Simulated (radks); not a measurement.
Values are calculated unless marked as measured or tabulated.
Species: Ag7+. Configuration: [Kr] 4d4 (the NIST ground configuration). Code: a radial shooting solver on a logarithmic mesh with Libxc functionals. Model: scalar-relativistic Kohn-Sham, r2SCAN, spin-polarised, spherical densities, finite nucleus; open shells are filled with parallel spins first (spin-orbit coupling, left out, can overturn this in heavy ions); meta-GGA in the generalised Kohn-Sham scheme; Fermi nuclear charge, rms radius 4.5454 fm.

Normalised radial functions P(r) = r R(r), r in bohr:

r	4s down	4d up	5s up
0.002775	0.1150	0.0000	0.0581
0.003672	0.1429	0.0001	0.0721
0.004819	0.1737	0.0001	0.0877
0.006326	0.2070	0.0003	0.1045
0.008303	0.2397	0.0007	0.1210
0.0109	0.2666	0.0014	0.1346
0.01431	0.2793	0.0029	0.1409
0.01878	0.2658	0.0061	0.1341
0.02465	0.2122	0.0125	0.1069
0.03261	0.1024	0.0255	0.0513
0.0428	-0.0590	0.0491	-0.0304
0.05618	-0.2511	0.0908	-0.1273
0.07375	-0.4137	0.1588	-0.2088
0.0968	-0.4529	0.2589	-0.2270
0.1271	-0.2806	0.3852	-0.1372
0.1668	0.1038	0.5080	0.0595
0.2189	0.5332	0.5662	0.2732
0.2896	0.6977	0.4742	0.3386
0.3802	0.3491	0.1810	0.1310
0.499	-0.3903	-0.2773	-0.2576
0.655	-1.0696	-0.7557	-0.5209
0.8597	-1.2429	-1.0437	-0.3534
1.128	-0.9029	-1.0030	0.2199
1.481	-0.4243	-0.6971	0.7636
1.944	-0.1218	-0.3380	0.8639
2.572	-0.0177	-0.1011	0.5407
3.377	-0.0012	-0.0176	0.1914
4.432	0.0000	-0.0015	0.0346
5.818	0.0000	0.0000	0.0027

4s down: eigenvalue -210.02 eV, 3 radial nodes at r = 0.0391, 0.156, 0.436 bohr, <r> = 0.881 bohr, 90 % of the charge inside 1.27 bohr. 4d up: eigenvalue -117.25 eV, 1 radial node at r = 0.427 bohr, <r> = 1.08 bohr, 90 % of the charge inside 1.61 bohr. 5s up (empty): eigenvalue -81.707 eV, 4 radial nodes at r = 0.0390, 0.155, 0.419, 1.03 bohr, <r> = 1.87 bohr, 90 % of the charge inside 2.63 bohr.
